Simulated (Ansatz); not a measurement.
`O[SiH](Cl)[SiH2]Cl` + HCl → `Cl[SiH2][SiH](Cl)Cl` + H₂O at 400 K and 1 bar (ligand exchange at the Si–O bond).

Gas-phase electronic energies from Ansatz, PBE0-D4/def2-TZVP geometries. CBS: MP2 limit from def2 TZ/QZ plus the TZ coupled-cluster correction, frozen cores. This one scheme is used for every species. Each species was taken in one conformer, which may not be the lowest.

```json
{"species": "`O[SiH](Cl)[SiH2]Cl`", "CCSD(T)/CBS energy (Eh)": "-1575.44242", "H − E (kJ/mol)": "152.8", "S (J/(mol·K))": "421.2"}
{"species": "HCl", "CCSD(T)/CBS energy (Eh)": "-460.38127", "H − E (kJ/mol)": "29.6", "S (J/(mol·K))": "195.4"}
{"species": "`Cl[SiH2][SiH](Cl)Cl`", "CCSD(T)/CBS energy (Eh)": "-1959.44429", "H − E (kJ/mol)": "118.3", "S (J/(mol·K))": "425.7"}
{"species": "H₂O", "CCSD(T)/CBS energy (Eh)": "-76.37941", "H − E (kJ/mol)": "69.8", "S (J/(mol·K))": "198.6"}
```

H − E and S are ideal-gas, rigid-rotor, harmonic terms from PBE0-D4/def2-TZVP, for one conformer and one mirror image of each species. 1 Eh = 2625.50 kJ/mol, R = 8.31446 J/(mol·K).

Q: By hand: ΔE, ΔH, ΔS and ΔG.

A: ΔE = (-1959.44429) + (-76.37941) − (-1575.44242) − (-460.38127) = -0.00001 Eh = 0.0 kJ/mol. Δ(H − E) = 118.3 + 69.8 − 152.8 − 29.6 = 5.7, so ΔH = 5.7 kJ/mol. ΔS = 425.7 + 198.6 − 421.2 − 195.4 = 7.7 J/(mol·K). ΔG = 5.7 − 400 × (7.7)/1000 = 2.6 kJ/mol.

Q: By hand: the equilibrium constant, and the temperature at which ΔG would vanish if ΔH and ΔS stayed fixed.

A: log₁₀ K = −ΔG/(RT ln 10) = -0.3. ΔG = 0 at ΔH/ΔS = 740 K, though so small a ΔH makes that figure unsure.

TΔS isn't small against ΔH here. The sign of ΔG lies within the doubt. A doubt of 5 kJ/mol in ΔE shifts log₁₀ K by 0.7 here. Other conformers and mirror images would add mixing entropy, several J/(mol·K) or more a flexible species. Modes under 60 cm⁻¹, often nearly free rotors, make the harmonic entropy too high. These are equilibria of isolated gas molecules and say nothing of rates. Largest T1 diagnostic: 0.011 (customary marks: 0.02 for closed shells, 0.045 for open ones).
